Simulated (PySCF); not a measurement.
Compound: C6H12F (doublet state).
Cartesian coordinates in Å at the GFN2-xTB level; atoms count from 1:
```
atom  x, y, z in Å
C1    -0.0157   -0.5335   -1.3397
C2    -0.0198   -0.0688    0.0587
C3    -1.2358    0.8532    0.3307
C4    -2.5560    0.1133    0.1641
C5     1.2698    0.7083    0.3821
C6     2.4903   -0.1887    0.2459
F7     3.6385    0.5226    0.5030
H8    -0.2851   -1.5369   -1.6008
H9     0.1646    0.1703   -2.1298
H10   -0.0932   -0.9275    0.7345
H11   -1.1988    1.6975   -0.3598
H12   -1.1603    1.2440    1.3474
H13   -3.3914    0.7780    0.3716
H14   -2.6103   -0.7315    0.8474
H15   -2.6551   -0.2612   -0.8519
H16    1.3731    1.5517   -0.3029
H17    1.2274    1.0997    1.4002
H18    2.4675   -1.0155    0.9635
H19    2.5805   -0.5832   -0.7716
```

The hyperfine couplings belong to this conformer and change with its torsions.

Identity: `[CH2][C@H](CC)CCF` [radical].

The calculation used PySCF 2.14.0, UKS B3LYP, pcH-1 on C F H, non-relativistic, mean-field spin-orbit, GIAO. One conformer (not necessarily the lowest) at the GFN2-xTB geometry, without solvent, vibrations or thermal averaging. Couplings are sensitive to structure, and on GFN2-xTB geometries they can be far from those on DFT ones. Stability of the SCF solution: not tested.

Principal values of hyperfine tensors in MHz (contact and dipolar terms together), for some of the nuclei:

```tsv
atom	isotope	A1	A2	A3
C1	13C	9.39	10.04	252.07
C3	13C	62.91	63.28	80.15
H8	1H	-103.65	-63.75	-24.75
C5	13C	30.24	30.90	41.96
C2	13C	-33.65	-31.10	-29.55
H12	1H	6.04	8.15	15.10
H10	1H	1.76	3.15	16.50
C6	13C	2.28	3.86	6.74
```

Q: Give the isotropic coupling of each nucleus in MHz and in mT (g = 2.0027), and the anisotropic part.

A: a_iso is a third of the trace, T = A − a_iso, and a(mT) = a(MHz)/(g × 13.996).

```json
{"atom": "C1", "a_iso (MHz)": "90.50", "a_iso (mT)": "3.229", "T1": "-81.11", "T2": "-80.46", "T3": "161.57"}
{"atom": "C3", "a_iso (MHz)": "68.78", "a_iso (mT)": "2.454", "T1": "-5.87", "T2": "-5.50", "T3": "11.37"}
{"atom": "H8", "a_iso (MHz)": "-64.05", "a_iso (mT)": "-2.285", "T1": "-39.60", "T2": "0.30", "T3": "39.30"}
{"atom": "C5", "a_iso (MHz)": "34.37", "a_iso (mT)": "1.226", "T1": "-4.12", "T2": "-3.47", "T3": "7.60"}
{"atom": "C2", "a_iso (MHz)": "-31.43", "a_iso (mT)": "-1.121", "T1": "-2.22", "T2": "0.34", "T3": "1.88"}
{"atom": "H12", "a_iso (MHz)": "9.76", "a_iso (mT)": "0.348", "T1": "-3.72", "T2": "-1.62", "T3": "5.34"}
{"atom": "H10", "a_iso (MHz)": "7.14", "a_iso (mT)": "0.255", "T1": "-5.38", "T2": "-3.98", "T3": "9.37"}
{"atom": "C6", "a_iso (MHz)": "4.29", "a_iso (mT)": "0.153", "T1": "-2.01", "T2": "-0.43", "T3": "2.45"}
```

Q: What spin density at the nucleus of C6 lies behind its contact coupling (g_N = 1.40482)?

A: a_FC = 800.24 MHz bohr³ × g_N × ρ(0)/(2S). With a_FC = 4.29 MHz and 2S = 1, ρ(0) = 0.00382 bohr⁻³.

Q: H9 (1H, g_N = 5.58569) isn't in the table. Its spin density at the nucleus is -0.01391 bohr⁻³. What is its contact coupling?

A: By the same relation, a_FC = -62.2 MHz. Its full tensor has the principal values -101.22, -62.41, -22.88 MHz.

Q: Name the largest traceless tensor T of the table and describe it.

A: C1: -81.1, -80.5, 161.6 MHz, axial, in the ratio −1:−1:+2, the form that spin in one p orbital centred on that nucleus gives.

Q: What first-order splitting does C3 cause when the field lies along A1, A2 or A3 of its tensor (g taken as isotropic, no quadrupole term)?

A: 2 lines (I = 1/2), spaced by |A_i|/(g × 13.996): 2.24, 2.26, 2.86 mT along the axes of A1, A2 and A3.

Time: 79 s wall (grids of density and orbitals included); peak memory 0.97 GiB. Hardware: Arm Neoverse V2, one thread, no GPU (shared host).
